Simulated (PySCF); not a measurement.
GeH⁺: everyday levels beside a composite calculation

PySCF; the state is a singlet (closed shell). The composite is CCSD(T) extrapolated to the basis-set limit from two correlation-consistent sets, with core-valence (CV) and scalar-relativistic (SR) terms as its label shows; it has no spin–orbit coupling and nothing beyond (T). Here it is CCSD(T)/CBS(DT). It gives Re = 1.571 Å, ωe = 2014 cm⁻¹ and De = 3.13 eV to Ge⁺ + H.

| level | basis | relativity | Re (Å) | ωe (cm⁻¹) | De (eV) |
| --- | --- | --- | --- | --- | --- |
| RHF | pcseg-2 | no relativity | 1.570 | 2132 | 2.15 |
| RHF-MP2 | pcseg-1 | no relativity | 1.570 | 2082 | 2.74 |
| RHF-MP2 | def2-TZVPPD | no relativity | 1.564 | 2098 | 2.97 |
| RHF-SCS-MP2 | pcseg-2 | no relativity | 1.568 | 2119 | 3.07 |
| RHF-CCSD(T) | def2-TZVPPD | no relativity | 1.576 | 2025 | 3.14 |
| r²SCAN | cc-pVDZ-PP/cc-pVDZ | scalar-relativistic core potentials | 1.593 | 1992 | 3.00 |
| r²SCAN | def2-TZVPPD | no relativity | 1.585 | 2007 | 3.08 |
| M06-L | def2-TZVPPD | no relativity | 1.589 | 2027 | 3.22 |
| PBE0 | pcseg-1 | no relativity | 1.590 | 2018 | 2.97 |
| ωB97X | def2-TZVPPD | no relativity | 1.580 | 2059 | 3.15 |

**Question.** Give the difference of each row from the composite.

**Answer.** 

```json
{"level": "RHF", "basis": "pcseg-2", "ΔRe (pm)": "-0.1", "Δωe (%)": "+5.9", "ΔDe (eV)": "-0.98"}
{"level": "RHF-MP2", "basis": "pcseg-1", "ΔRe (pm)": "-0.1", "Δωe (%)": "+3.4", "ΔDe (eV)": "-0.39"}
{"level": "RHF-MP2", "basis": "def2-TZVPPD", "ΔRe (pm)": "-0.7", "Δωe (%)": "+4.2", "ΔDe (eV)": "-0.16"}
{"level": "RHF-SCS-MP2", "basis": "pcseg-2", "ΔRe (pm)": "-0.3", "Δωe (%)": "+5.2", "ΔDe (eV)": "-0.06"}
{"level": "RHF-CCSD(T)", "basis": "def2-TZVPPD", "ΔRe (pm)": "+0.5", "Δωe (%)": "+0.5", "ΔDe (eV)": "+0.01"}
{"level": "r²SCAN", "basis": "cc-pVDZ-PP/cc-pVDZ", "ΔRe (pm)": "+2.2", "Δωe (%)": "-1.1", "ΔDe (eV)": "-0.13"}
{"level": "r²SCAN", "basis": "def2-TZVPPD", "ΔRe (pm)": "+1.4", "Δωe (%)": "-0.3", "ΔDe (eV)": "-0.05"}
{"level": "M06-L", "basis": "def2-TZVPPD", "ΔRe (pm)": "+1.8", "Δωe (%)": "+0.6", "ΔDe (eV)": "+0.09"}
{"level": "PBE0", "basis": "pcseg-1", "ΔRe (pm)": "+1.9", "Δωe (%)": "+0.2", "ΔDe (eV)": "-0.16"}
{"level": "ωB97X", "basis": "def2-TZVPPD", "ΔRe (pm)": "+0.9", "Δωe (%)": "+2.2", "ΔDe (eV)": "+0.02"}
```

**Question.** Which rows come closest in De?

**Answer.** RHF-CCSD(T) in def2-TZVPPD (+0.01 eV); ωB97X in def2-TZVPPD (+0.02 eV), counted from the composite.

Correlated steps freeze the inner cores (4 to 9 orbitals); shallow outer-core shells are correlated. Correlated levels converge slowly with the basis: in double zeta they bind strong bonds too weakly, by up to about 1 eV, and carry superposition errors of some tenths. For an ion De counts to the pair picked by the measured ionisation energies or electron affinities, which need not be the lowest pair at this level. Where the molecule has an RHF reference, its open-shell atoms are computed with UHF.
